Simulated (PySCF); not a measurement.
Ge(Cl)2(Me)(OH) (CH4Cl2GeO), SMILES [Cl][Ge]([Cl])([CH3])[OH].

Geometry optimised at B3LYP-D3(BJ)/def2-SVP. The structure was generated by enumeration, and PubChem lists no compound with its InChIKey, so it may never have been made. Other conformers were not sampled.

Vertical ionisation energy (IE) and electron affinity (EA) in eV. Rows of orbital energies are one-electron estimates. Where ΔSCF, EOM or ADC give a negative EA the extra electron is unbound and the value depends on the basis.

```
level                                           IE    EA
--------------------------------------------  ----  ----
−ε(HOMO), −ε(LUMO), r2SCAN/def2-TZVP (PySCF)   [?]   [?]
−ε(HOMO), −ε(LUMO), PBE/def2-TZVP (PySCF)     7.47  1.74
```

Task: Some entries are withheld; supply them. (An estimate is asked for; the answer gives what the named calculation found.)

Result: 
- −ε(HOMO), −ε(LUMO), r2SCAN/def2-TZVP (PySCF), IE: 7.87
- −ε(HOMO), −ε(LUMO), r2SCAN/def2-TZVP (PySCF), EA: 1.45
